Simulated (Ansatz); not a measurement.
Basis-set extrapolation for C3H10AlN (`C[CH]([AlH2])CN`) (PBE0-D4/def2-TZVP geometry, frozen core, Ansatz 0.2.0). Multiplicity 1, RHF reference.

|  | def2-TZVPP | def2-QZVPP |
| --- | --- | --- |
| HF | -415.836613 | -415.852334 |
| MP2 correlation | -0.829250 | -0.883456 |
| CCSD(T) correlation | -0.918555 | not run |

Energies in hartree. Use E(X) = E(∞) + A·exp(−7.88·√X) for Hartree–Fock and E(X) = E(∞) + B·X^(−2.97) for correlation, with X = 3 and 4, and add CCSD(T) minus MP2 of the smaller set to the MP2 limit.

**Question.** What is the CCSD(T) energy at the basis-set limit?

**Answer.** HF limit: -415.852334 + (-0.015721) × 0.13774 = -415.85450. MP2 limit: -0.883456 + (-0.054206) × 0.74074 = -0.92361. Higher-order term: -0.918555 − (-0.829250) = -0.08930. Total: -416.86741 hartree, 3.05 eV below CCSD(T)/def2-TZVPP.
